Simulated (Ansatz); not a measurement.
`N[SiH](F)Br` + H₂Se → `N[SiH](F)[SeH]` + HBr  (ligand exchange at the Si–Br bond)

Program: Ansatz. Geometries: PBE0-D4/def2-TZVP. ΔE: electronic, gas phase. CBS: MP2 limit from def2 TZ/QZ plus the TZ coupled-cluster correction, frozen cores. Functionals use def2-TZVPP. For Br, Se outer-core shells are correlated without core-valence functions, which leaves a few kJ/mol of doubt a bond. Scalar relativity is left out up to krypton. One conformer a species, not always the lowest.

(1) Is it downhill or uphill in electronic energy at CCSD(T)/CBS, and by how much? (Best estimate.)

(2) What do these levels give: BLYP-D4, PBE0-D4, PBE, BLYP, r2SCAN, MP2/def2-SVP? (Estimate.)

Largest T1 diagnostic among the species: 0.010.

Answers

(1) Computed: Uphill: ΔE = +0.39 eV.

(2) The calculation gave: BLYP-D4 0.38, PBE0-D4 0.38, PBE 0.37, BLYP 0.40, r2SCAN 0.40, MP2/def2-SVP 0.40 eV.

In def2-TZVPP, CCSD(T) changes the Hartree–Fock value by −0.10 eV (the triples alone add −0.01 eV) and MP2 by −0.09 eV. From BLYP to BHLYP (50 % exact exchange), in def2-TZVPP and without D4, ΔE moves by +0.04 eV.
